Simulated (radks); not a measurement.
Correlation energies from several functionals, in hartree. Species: Cd2+ [Kr] 4d10; Hf4+ [Xe] 4f14; Pd39+ [He] 2s2 2p3; Co4+ [Ar] 3d5; K4+ [Ne] 3s2 3p3. Method: non-relativistic Kohn-Sham, exchange-only B88, spin-polarised, spherical densities, point nucleus; computed with a radial shooting solver on a logarithmic mesh with Libxc functionals. Every spin shell is full or empty, so the densities are truly spherical. Functionals are evaluated on that one density, not self-consistently.

functional     Cd2+     Hf4+     Pd39+     Co4+       K4+
PW92        -4.4710  -7.1713  -0.82423  -2.0643   -1.2615
Wigner      -2.4775  -3.7059  -0.29983  -1.1431  -0.71594
Chachiyo    -4.4121  -7.0923  -0.80172  -2.0250   -1.2369
PBE         -2.4893  -4.1574  -0.22737  -1.0425  -0.57263
PBEsol      -2.8142  -4.6636  -0.28237  -1.1998  -0.67447
LYP         -2.3665  -3.7318  -0.28728  -1.0680  -0.63285
P86         -2.8135  -4.6786  -0.47614  -1.1831  -0.65884
AM05        -4.1650  -6.7440  -0.73952  -1.8972   -1.1448
revTPSS     -2.5193  -4.1912  -0.23754  -1.0632  -0.59206
SCAN        -2.4744  -4.2038  -0.23801  -1.0328  -0.57397
r2SCAN      -2.4876  -4.2199  -0.24052  -1.0406  -0.57975
B95         -3.0309  -5.1859  -0.38811  -1.2563  -0.69746
